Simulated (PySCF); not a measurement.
## Molecular orbitals of BiF

UHF at R = 2.025 Å; PySCF, spin-free X2C with a Gaussian nucleus, basis sets Bi x2c-TZVPPall, F x2c-TZVPPall. State: ³Σ⁻ (triplet), unpaired electrons π ↑↑. Only the outer orbitals are listed, counted within each symmetry.

| spin | orbital | occ. | ε (eV) | on Bi (%) | main shells (%) |
| --- | --- | --- | --- | --- | --- |
| α | 16σ | 1 | -21.54 | 83 | 83 Bi s, 15 F p |
| α | 9π | 1 | -16.08 | 5 | 95 F p |
| α | 9π | 1 | -16.08 | 5 | 95 F p |
| α | 17σ | 1 | -14.86 | 29 | 70 F p, 14 Bi s, 14 Bi p |
| α | 10π | 1 | -8.88 | 98 | 97 Bi p |
| α | 10π | 1 | -8.88 | 98 | 97 Bi p |
| α | 18σ | 0 | 1.28 | 101 | 94 Bi p |
| α | 5δ | 0 | 7.81 | 100 | 100 Bi d |
| α | 5δ | 0 | 7.81 | 100 | 100 Bi d |
| β | 16σ | 1 | -18.78 | 59 | 58 Bi s, 40 F p |
| β | 9π | 1 | -15.46 | 3 | 97 F p |
| β | 9π | 1 | -15.46 | 3 | 97 F p |
| β | 17σ | 1 | -13.93 | 53 | 47 F p, 39 Bi s, 13 Bi p |
| β | 10π | 0 | 0.64 | 99 | 99 Bi p |
| β | 10π | 0 | 0.64 | 99 | 99 Bi p |
| β | 18σ | 0 | 2.13 | 103 | 94 Bi p |

Problem. Which are the highest filled and the lowest empty level, where do they sit, and how wide is the gap?

Solution. Highest filled α 10π at -8.88 eV (in %: 97 Bi p); lowest empty β 10π at 0.64 eV (in %: 99 Bi p); the gap at UHF is 9.52 eV. Both belong to one degenerate shell, split only by its one-sided filling, so this is no excitation gap. An empty level above zero is unbound, and its energy depends on the basis.

| Quantity | Value |
| --- | --- |
| bond order (Mayer) | 0.59 |
| ⟨S²⟩ | 2.012 |
| charge on Bi (Mulliken, basis-dependent) | 0.60 |
| charge on Bi (Löwdin, basis-dependent) | 0.49 |
| dipole moment (positive dipole means Bi(−)F(+)) | -3.76 D |
| polarisability along the bond | 35.8 bohr³ |
| polarisability across the bond | 30.9 bohr³ |

Shares are Mulliken populations and can fall outside 0 to 100 %.

Spin–orbit coupling is left out, which matters for elements this heavy, above all for dissociation energies. The state is the lowest determinant that a PBE0 search found; another state may lie lower at other levels.
